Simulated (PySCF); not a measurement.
ScCl₂, SMILES [Cl][Sc+][Cl], charge +1.

Coordinates come from a B3LYP-D3(BJ)/def2-TZVP optimisation. The multiplicity is an assumed one; other spin states were not compared. The isomer is the one that the SMILES or the coordinates give; other isomers of the formula were not compared.

Level of theory: PBE/def2-TZVPD (PySCF).

The molecule is in vacuum.

Computed frontier levels, gap, dipole moment and polarisability:
```json
{
  "highest_occupied_level": "-13.17 eV",
  "lowest_empty_level": "-9.79 eV",
  "orbital_gap": "3.38 eV",
  "dipole_moment_about_the_centre_of_nuclear_charge": "1.230 e·Å",
  "mean_static_polarisability": "52.2 bohr³ (7.73 Å³)",
  "polarisability_principal_values": "35.0, 41.0, 80.6 bohr³"
}
```
